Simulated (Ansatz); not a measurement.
**Molecular dynamics of AlH5O3Si**

Input:

```yaml
crystal:
  periodic: [false, false, false]
  atoms:
    - { symbol: Al, position_ang: [-0.221017, -0.383685, -0.154532] }
    - { symbol: O, position_ang: [-1.076591, -0.418765, 1.318756] }
    - { symbol: Si, position_ang: [-1.365107, -0.363948, 2.952883] }
    - { symbol: H, position_ang: [-2.755134, -0.871242, 3.231943] }
    - { symbol: H, position_ang: [-0.383722, -1.222536, 3.707656] }
    - { symbol: H, position_ang: [-1.261437, 1.049128, 3.46508] }
    - { symbol: O, position_ang: [1.469987, -0.138388, -0.125293] }
    - { symbol: H, position_ang: [1.976463, -0.114241, -0.952191] }
    - { symbol: O, position_ang: [-1.018998, -0.587613, -1.654298] }
    - { symbol: H, position_ang: [-1.977243, -0.728011, -1.703404] }
basis:
  gaussian: { orbitals: def2-SVP }
hamiltonian:
  xc: pbe
  dispersion: d4
md:
  timestep: 0.5
  n_steps: 150
  ensemble: nvt_nose_hoover
  temperature: 1000.0
  initial_velocities: maxwell_boltzmann
  seed: 829080
  nose_hoover: { tau: 20.0, chain_length: 3 }
```

Launched with:

```bash
$ ansatz run input.yaml --threads 2 --pin off --max-ram 3072MiB --backend cpu --events-out ev --progress --plain --runs-dir out
```

It starts from a relaxed structure.

Output, in part (step lines, the closing report, with atoms numbered from 0):

```
md step     0: t =     0.00 fs  T =  1000.0 K  F+E_penalty+E_count = -20678.55351987 eV  E_kin = 1.034080 eV  conserved = -20677.51943988 eV  (26 SCF iters)
[... lines left out ...]
Total energy: -20677.49977035 eV, -759.8841008476 hartree
Atom 0 at    -0.291817    -0.330462    -0.043762 Å, force     2.110152     0.171066    -1.109413 eV/Å
Atom 1 at    -1.257708     0.338756     1.200854 Å, force    -0.071268    -1.239563     2.697254 eV/Å
Atom 2 at    -1.238429    -0.567222     2.730955 Å, force    -0.302467     3.169787     1.407521 eV/Å
Atom 3 at    -2.593208    -0.467305     3.664628 Å, force     1.261899    -0.027491    -1.396776 eV/Å
Atom 4 at    -0.936306    -1.939316     2.478319 Å, force     0.198171    -1.558668    -0.476118 eV/Å
Atom 5 at    -0.085263    -0.089961     3.832174 Å, force    -1.172439    -0.327535    -1.456832 eV/Å
Atom 6 at     1.477365    -0.181306     0.002019 Å, force    -2.876682     0.468029     1.025453 eV/Å
Atom 7 at     2.251814    -0.517771    -0.421290 Å, force     0.651375    -0.557144    -0.722535 eV/Å
Atom 8 at    -1.027242    -0.886633    -1.453555 Å, force     0.585233    -0.046993     0.017696 eV/Å
Atom 9 at    -1.784075    -1.229679    -1.921930 Å, force    -0.383973    -0.051488     0.013752 eV/Å
Dipole moment:    -0.058278    -0.402717    -0.238733 e Å
```

The steps, from the saved trajectory:

| time (fs) | T (K) | potential energy less start (eV) | conserved less start (meV/atom) |
| --- | --- | --- | --- |
| 0 | 1000 | 0.000 | 0.00 |
| 2.5 | 681 | 0.335 | 0.43 |
| 5 | 595 | 0.428 | 0.23 |
| 7.5 | 609 | 0.429 | 0.27 |
| 10 | 497 | 0.567 | 0.35 |
| 12.5 | 526 | 0.564 | 0.37 |
| 15 | 800 | 0.332 | 0.30 |
| 17.5 | 787 | 0.416 | 0.19 |
| 20 | 514 | 0.759 | 0.56 |
| 22.5 | 643 | 0.687 | 0.24 |
| 25 | 609 | 0.791 | 0.27 |
| 27.5 | 459 | 1.010 | 0.67 |
| 30 | 897 | 0.615 | 0.25 |
| 32.5 | 1049 | 0.546 | 0.45 |
| 35 | 797 | 0.864 | 0.51 |
| 37.5 | 715 | 0.984 | 0.56 |
| 40 | 824 | 0.905 | 0.29 |
| 42.5 | 622 | 1.146 | 0.56 |
| 45 | 781 | 1.014 | 0.63 |
| 47.5 | 1193 | 0.629 | 0.25 |
| 50 | 912 | 0.967 | 0.74 |
| 52.5 | 1047 | 0.856 | 0.35 |
| 55 | 1131 | 0.809 | 0.63 |
| 57.5 | 1205 | 0.761 | 0.32 |
| 60 | 998 | 1.005 | 0.90 |
| 62.5 | 1388 | 0.619 | 0.37 |
| 65 | 1320 | 0.701 | 0.45 |
| 67.5 | 952 | 1.084 | 0.80 |
| 70 | 1159 | 0.862 | 0.23 |
| 72.5 | 983 | 1.044 | 0.73 |
| 75 | 964 | 1.054 | 0.36 |

All steps were run. The conserved energy stayed within 0.92 meV per atom of its start (net change 0.36 meV per atom), so the integration is sound. A run of 0.075 ps of so small a system gives no equilibrium averages.

The same pairs are bonded in the first frame and the last. Pairs count as bonded within 1.25 times the sum of covalent radii (0.12 Å more for H–H).

Last frame:

```xyz
10
Properties=species:S:1:pos:R:3
Al -0.292 -0.331 -0.044
O -1.258 0.339 1.201
Si -1.238 -0.567 2.731
H -2.593 -0.467 3.665
H -0.936 -1.939 2.478
H -0.085 -0.090 3.832
O 1.477 -0.181 0.002
H 2.252 -0.518 -0.421
O -1.027 -0.887 -1.454
H -1.784 -1.230 -1.922
```

Run time: 3.8 min on 2 threads of Arm Neoverse V2, with other jobs on the host, peak memory 0.14 GiB.
